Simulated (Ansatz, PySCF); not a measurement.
Molecule: sum formula Si2NH7 (charge 0, singlet). SMILES: [SiH3]N[SiH3]
Geometry: optimised at B3LYP-D3(BJ)/def2-TZVP (Ansatz, an electronic-structure program).

Property: vertical ionisation energy (to the doublet state of charge +1; each state is the SCF solution reached for its spin), in eV. Correlated levels leave the core frozen unless marked. Open shells are spin-unrestricted. Spin-orbit coupling is left out. No relativistic terms. CBS(X,Y): correlation extrapolated as X^-3; Hartree-Fock from the larger set. The bracket is a focal-point correction in the basis named.

```
level                                                                      program  vertical ionisation energy (eV)  minus last row
-------------------------------------------------------------------------  -------  -------------------------------  --------------
HF/aug-cc-pV(T+d)Z                                                          Ansatz                             8.65           -1.29
B3LYP/def2-TZVPD                                                            Ansatz                             9.52           -0.42
PBE0/def2-TZVPD                                                             Ansatz                             9.49           -0.45
BHLYP/def2-TZVPD                                                            Ansatz                             9.55           -0.39
wB97X-V/def2-TZVPD                                                          Ansatz                             9.76           -0.18
B2PLYP/def2-TZVPD                                                           Ansatz                             9.67           -0.27
MP2/aug-cc-pV(D+d)Z                                                         Ansatz                             9.99            0.05
RI-MP2/aug-cc-pV(T+d)Z                                                      Ansatz                            10.17            0.23
RI-MP2/aug-cc-pV(Q+d)Z                                                      Ansatz                            10.23            0.29
SCS-MP2/aug-cc-pV(D+d)Z                                                     Ansatz                             9.92           -0.02
SCS-MP2/aug-cc-pV(T+d)Z                                                     Ansatz                            10.10            0.16
CCSD/aug-cc-pV(T+d)Z                                                        Ansatz                             9.78           -0.16
CCSD(T)/aug-cc-pV(D+d)Z                                                     Ansatz                             9.67           -0.27
CCSD(T)/aug-cc-pV(T+d)Z                                                     Ansatz                             9.84           -0.10
RI-MP2/CBS(aug-cc-pV(T+d)Z,aug-cc-pV(Q+d)Z)+[CCSD(T)-MP2]/aug-cc-pV(T+d)Z   Ansatz                             9.94            0.00
```

For comparison, minus the highest occupied orbital energy (PySCF): 8.79 eV at M06-2X/def2-TZVPD, 10.79 eV at HF/def2-TZVPD, 6.85 eV at TPSSh/def2-TZVPD.
